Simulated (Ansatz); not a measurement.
`C#C[SiH2][SiH2]C` → `C=C1C[SiH]1[SiH3]`  (isomerisation)

Gas-phase electronic energies from Ansatz, PBE0-D4/def2-TZVP geometries. CCSD(T)/CBS is the MP2 limit (def2-TZVPP, def2-QZVPP) plus CCSD(T) − MP2 in def2-TZVPP, frozen cores. DFT in def2-TZVPP. Each species was taken in one conformer, which may not be the lowest.

`C#C[SiH2][SiH2]C`:

Cartesian coordinates in Å:
```
C 2.060 -0.267 2.173
C 1.830 -0.190 0.990
Si 1.389 -0.087 -0.780
Si -0.909 -0.492 -0.977
C -1.879 0.674 0.125
H 2.273 -0.335 3.215
H 1.741 1.274 -1.269
H 2.199 -1.081 -1.534
H -1.168 -1.909 -0.597
H -1.307 -0.325 -2.404
H -1.563 0.563 1.164
H -1.716 1.712 -0.171
H -2.949 0.465 0.065
```

`C=C1C[SiH]1[SiH3]`:

Z-matrix (Å, degrees):
```
C
C 1 1.498
Si 1 1.883 2 64.2
H 1 1.089 2 116.6 3 -110.1
H 1 1.088 2 117.3 3 111.6
C 2 1.320 1 137.5 3 -178.6
Si 3 2.321 1 118.3 2 103.8
H 3 1.484 1 117.0 2 -104.4
H 6 1.085 2 121.5 1 179.5
H 6 1.088 2 121.6 1 -0.7
H 7 1.486 3 107.7 1 -24.3
H 7 1.488 3 111.2 1 95.3
H 7 1.487 3 111.1 1 -143.9
```

| level | ΔE (kJ/mol) | difference from CCSD(T)/CBS |
| --- | --- | --- |
| r2SCAN-D4 | 54.3 | -21.7 |
| ωB97M-V | 67.2 | -8.8 |
| B2PLYP | 76.9 | 0.9 |
| PBE0 | 46.5 | -29.5 |
| SCS-MP2/def2-TZVPP | 85.7 | 9.7 |
| CCSD/def2-TZVPP | 78.9 | 2.9 |
| CCSD(T)/def2-TZVPP | 74.9 | -1.1 |
| MP2/def2-QZVPP | 80.1 | 4.1 |
| SCS-MP2/def2-QZVPP | 86.7 | 10.7 |
| CCSD/CBS(def2) | 80.0 | 4.0 |
| CCSD(T)/CBS | 76.0 | 0 |

Largest T1 diagnostic among the species: 0.013.

In def2-TZVPP, CCSD(T) changes the Hartree–Fock value by −27.1 kJ/mol (the triples alone add −4.0 kJ/mol) and MP2 by −22.5 kJ/mol. From PBE to PBE0 (25 % exact exchange), in def2-TZVPP and without D4, ΔE moves by +4.0 kJ/mol.
